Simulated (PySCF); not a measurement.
Stretching TlP

Set-up: PySCF, spin-free X2C with a Gaussian nucleus, basis sets Tl x2c-TZVPPall, P x2c-TZVPPall. Energies in eV from Tl + P in their ground configurations at the same level. State: triplet, unpaired electrons π ↑↑, a mixture of terms (⟨Lz²⟩ = 0.5).

All columns are PBE0. A positive dipole means Tl(−)P(+).

```tsv
R (Å)	E (eV)	μ (D)	Mulliken charge on Tl (basis-dependent)	HOMO (eV)	LUMO (eV)	Mayer bond order	⟨S²⟩
2.328	-1.302	-0.95	0.27	-5.17	-3.41	1.12	2.01
2.436	-1.637	-1.50	0.29	-5.20	-3.20	1.09	2.01
2.545	-1.819	-2.04	0.31	-5.19	-3.00	1.06	2.01
2.626	-1.882	-2.44	0.32	-5.16	-2.87	1.04	2.01
2.707	-1.899	-2.83	0.34	-5.12	-2.75	1.02	2.01
2.788	-1.880	-3.21	0.35	-5.07	-2.65	1.00	2.01
2.897	-1.814	-3.69	0.36	-4.99	-2.53	0.98	2.01
3.032	-1.688	-4.25	0.37	-4.88	-2.42	0.95	2.01
3.194	-1.500	-4.85	0.37	-4.72	-2.35	0.93	2.02
3.411	-1.228	-5.48	0.37	-4.52	-2.33	0.88	2.05
```

A fit through these points gives, at Re = 2.701 Å, μ = -2.80 D and dμ/dR = -4.76 D/Å; the reduced mass is 26.91 u.

**Question.** How strong is the fundamental in the double-harmonic approximation, I = 42.26·(dμ/dR)²/μred km/mol?

**Answer.** I = 42.26·(-4.76)²/26.91 = 35.6 km/mol at PBE0.

These are scalar-relativistic numbers at best; spin–orbit coupling would shift them, the dissociation energy most. The state was picked by a PBE0 search and need not be the measured ground state.
